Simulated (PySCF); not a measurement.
An element was calculated at UHF (PySCF 2.14, non-relativistic, a triple-zeta basis, no spin-orbit coupling), in the ground configurations that NIST lists.

```
first ionisation energy    : 5.910 eV
second ionisation energy   : 13.280 eV
third ionisation energy    : 28.350 eV
polarisability of the atom : 133 bohr³
```

Which element is it?

Vanadium (V, Z = 23), in aug-cc-pVTZ with one added diffuse shell each of s, p, d, f, g type. NIST lists 6.746, 14.634 ± 0.007, 29.311 eV for these ionisation energies.
